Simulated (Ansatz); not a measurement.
Program: Ansatz. Geometries: PBE0-D4/def2-TZVP. ΔE: electronic, gas phase. CCSD(T)/CBS is the MP2 limit (def2-TZVPP, def2-QZVPP) plus CCSD(T) − MP2 in def2-TZVPP, frozen cores. This one scheme is used for every species. DFT in def2-TZVPP. B3LYP here is the variant with VWN-RPA as its local correlation; programs differ in this. Each species was taken in one conformer, which may not be the lowest.

Reaction (formal exchange of groups at a B–Cl bond): `F[Si](F)(F)BCl` + `C/C(Cl)=C/F` → `CB[Si](F)(F)F` + `FC=C(Cl)Cl`

```tsv
level	ΔE (kJ/mol)	difference from CCSD(T)/CBS
r2SCAN-D4	132.6	-5.0
PBE0-D4	132.2	-5.4
B3LYP-D4	132.6	-5.0
ωB97X-V	133.2	-4.4
ωB97M-V	133.5	-4.1
PBE	126.6	-11.0
B3LYP	132.1	-5.5
MP2/def2-TZVPP	140.9	3.3
SCS-MP2/def2-TZVPP	139.7	2.1
HF/def2-QZVPP	146.2	8.6
CCSD(T)/CBS	137.6	0
```

Largest T1 diagnostic among the species: 0.013.

From PBE to PBE0 (25 % exact exchange), in def2-TZVPP and without D4, ΔE moves by +5.3 kJ/mol. In def2-TZVPP, CCSD(T) changes the Hartree–Fock value by −6.5 kJ/mol (the triples alone add −0.8 kJ/mol) and MP2 by −5.4 kJ/mol.
